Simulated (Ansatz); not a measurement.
Start from `CSB[SiH3]` and change one element to get `C[Se]B[SiH3]`.

Ansatz, PBE0-D4/def2-TZVP geometries, multiplicity 1. Each molecule was computed in one conformer, which needn't be the lowest.

Scalar relativity is left out up to krypton.

| property | `CSB[SiH3]` |
| --- | --- |
| HOMO–LUMO gap (ωB97M-V/def2-TZVPP) / eV | 10.56 |
| HOMO–LUMO gap (B3LYP/def2-TZVPP) / eV | 6.05 |
| size of the dipole moment (B3LYP/def2-TZVPP) / D | 2.39 |
| HOMO–LUMO gap (PBE0/def2-TZVPP) / eV | 6.45 |
| HOMO energy (PBE0/def2-TZVPP) / eV | -7.99 |
| HOMO–LUMO gap (PBE/def2-TZVPP) / eV | 4.45 |

(1) What does the change do to each property? (Best estimate.)

Results:

(1) Ansatz gave: 
```json
{"property": "HOMO–LUMO gap (ωB97M-V/def2-TZVPP) / eV", "`C[Se]B[SiH3]`": "9.90", "shift": "-0.66"}
{"property": "HOMO–LUMO gap (B3LYP/def2-TZVPP) / eV", "`C[Se]B[SiH3]`": "5.50", "shift": "-0.55"}
{"property": "size of the dipole moment (B3LYP/def2-TZVPP) / D", "`C[Se]B[SiH3]`": "2.27", "shift": "-0.12"}
{"property": "HOMO–LUMO gap (PBE0/def2-TZVPP) / eV", "`C[Se]B[SiH3]`": "5.87", "shift": "-0.58"}
{"property": "HOMO energy (PBE0/def2-TZVPP) / eV", "`C[Se]B[SiH3]`": "-7.57", "shift": "0.42"}
{"property": "HOMO–LUMO gap (PBE/def2-TZVPP) / eV", "`C[Se]B[SiH3]`": "3.99", "shift": "-0.46"}
```

With PBE0 the HOMO rises by 0.42 eV and the LUMO falls by 0.16 eV, so the gap narrows by about 0.58 eV. PBE moves the HOMO by 0.33 eV and ωB97M-V by 0.47 eV. Dipoles are sizes alone; their direction can turn.

B3LYP here is the variant with VWN-RPA as its local correlation; programs differ in this.

Spin–orbit coupling is left out; it splits and shifts lone-pair levels of the heavy atoms by tenths of an eV.
